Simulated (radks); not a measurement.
The numbers below are computed, except where a source is named.
All-electron atom: Pb XL in [Kr] 4d7 (the NIST ground configuration).

Level of theory: scalar-relativistic Kohn-Sham, exchange-only LDA, spin-polarised, spherical densities, point nucleus; open shells are filled with parallel spins first (spin-orbit coupling, left out, can overturn this in heavy ions) (a radial shooting solver on a logarithmic mesh with Libxc functionals).

Energy parts (Ry):
| part | energy |
|---|---|
| total | -39896.7199 |
| kinetic | 45348.9673 |
| electron-nucleus | -94056.7289 |
| Hartree | 9411.8235 |
| exchange | -600.7819 |

Orbitals (lengths in bohr, moments of r in powers of bohr; <r^-3> diverges for s and p1/2):
orbital  occ.  eigenvalue (Ry)  <r^-3>      <r^2>
1s up       1        -6597.070       -  0.0003575
1s down     1        -6597.058       -  0.0003575
2s up       1        -1282.525       -   0.005423
2s down     1        -1282.260       -   0.005423
2p up       3        -1118.017   29530   0.004620
2p down     3        -1117.790   29540   0.004620
3s up       1        -400.6623       -    0.03440
3s down     1        -400.4803       -    0.03438
3p up       3        -353.3751    6978    0.03546
3p down     3        -353.1813    6981    0.03543
3d up       5        -305.8693   847.3    0.02919
3d down     5        -305.6248   847.2    0.02918
4s up       1        -173.0472       -     0.1431
4s down     1        -172.4428       -     0.1432
4p up       3        -155.9953    2154     0.1560
4p down     3        -155.4009    2151     0.1562
4d up       5        -137.4361   252.6     0.1581
4d down     2        -136.8402   252.4     0.1583

The highest occupied level is 4d down at -1861.8 eV. Summed over all electrons, <r^2> = 2.942 bohr^2, which gives a Langevin (diamagnetic) susceptibility term of -2.33 x 10^-6 cm^3/mol. For comparison, the ionisation energy in NIST's Atomic Spectra Database is 1884 eV (theoretical). In exact Kohn-Sham theory the highest level is minus the ionisation energy, but local and semilocal functionals leave it too shallow, through self-interaction and a potential that decays too fast; potentials with the right tail come closer.
